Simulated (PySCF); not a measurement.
Ga(OH)2(SMe) (CH5GaO2S), SMILES [OH][Ga]([S]C)[OH]. Atoms are numbered in the order given.

```xyz
10

Ga    -0.0090    -0.5984     0.0000
O      0.9935    -2.0791     0.0000
H      0.5007    -2.9093     0.0000
O     -1.8055    -0.6361     0.0000
H     -2.2087    -1.5129     0.0000
S      0.9217     1.3812     0.0000
C     -0.5987     2.4371     0.0000
H     -1.5109     1.8279     0.0000
H     -0.5808     3.0714     0.8966
H     -0.5808     3.0714    -0.8966
```

Geometry optimised at B3LYP-D3(BJ)/def2-SVP. The structure was generated by enumeration; whether it is a known compound was not checked. The values are those of a single conformer.

Calculation: C-PCM-PBE0/def2-SVP in PySCF.

The values are the electrostatic part of the solvation free energy, E(continuum) − E(gas) at the gas-phase geometry, in a cavity of scaled van der Waals radii (PySCF's table); cavitation and dispersion terms are not included. A continuum can't describe solvent molecules that bind to the metal. In vacuum the orbital gap is 6.31 eV. The dipole moment in vacuum is 2.73 D.

Computed values in water (ε = 78.36), N,N-dimethylformamide (ε = 37.22), ethanol (ε = 24.85):
```
solvent                    ε  ΔG(elec) (kcal/mol)  dipole (D)  gap (eV)
---------------------  -----  -------------------  ----------  --------
water                  78.36                -10.0        3.51      6.65
N,N-dimethylformamide  37.22                 -9.9        3.50      6.64
ethanol                24.85                 -9.7        3.49      6.64
```
